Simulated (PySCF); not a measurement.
SMILES c1c[nH]c(-c2cccs2)c1 (C₈H₇NS), GFN2-xTB optimised geometry.

```
17

C     -1.39    -2.71     0.00
C     -2.38    -1.76     0.00
N     -1.79    -0.54     0.00
C     -0.43    -0.68     0.00
C      0.46     0.44     0.00
C      1.83     0.44     0.00
C      2.39     1.73     0.00
C      1.45     2.71     0.00
S     -0.15     2.07     0.00
C     -0.16    -2.04     0.00
H     -1.53    -3.78     0.00
H     -3.44    -1.87     0.00
H     -2.27     0.34     0.00
H      2.41    -0.46     0.00
H      3.44     1.93     0.00
H      1.58     3.78     0.00
H      0.81    -2.49     0.00
```

Density from B3LYP/def2-SVP in PySCF 2.14.0 at that geometry.

Minimum of the electron density along straight lines between bonded atoms, close to the bond critical point (lines longer than 1.1 times the sum of covalent radii, or with two minima, are not listed):

| bond | length / Å | ρ at the minimum / e bohr⁻³ | ∇²ρ there / e bohr⁻⁵ | position (fraction from the first atom) |
|---|---|---|---|---|
| C1–C2 | 1.371 | 0.320 | -0.81 | 0.48 |
| C2–N3 | 1.355 | 0.313 | -0.56 | 0.34 |
| N3–C4 | 1.366 | 0.309 | -0.66 | 0.66 |
| C4–C5 | 1.430 | 0.287 | -0.72 | 0.50 |
| C5–C6 | 1.369 | 0.319 | -0.80 | 0.52 |
| C6–C7 | 1.409 | 0.299 | -0.75 | 0.50 |
| C7–C8 | 1.357 | 0.326 | -0.83 | 0.49 |
| C5–S9 | 1.746 | 0.207 | -0.42 | 0.47 |
| C8–S9 | 1.720 | 0.216 | -0.46 | 0.46 |
| C1–C10 | 1.402 | 0.301 | -0.73 | 0.50 |
| C4–C10 | 1.384 | 0.313 | -0.78 | 0.52 |
| C1–H11 | 1.072 | 0.285 | -1.10 | 0.63 |
| C2–H12 | 1.072 | 0.288 | -1.12 | 0.64 |
| N3–H13 | 1.007 | 0.339 | -1.63 | 0.77 |
| C6–H14 | 1.074 | 0.285 | -1.09 | 0.63 |
| C7–H15 | 1.076 | 0.285 | -1.09 | 0.63 |
| C8–H16 | 1.072 | 0.286 | -1.12 | 0.64 |
| C10–H17 | 1.071 | 0.285 | -1.09 | 0.63 |
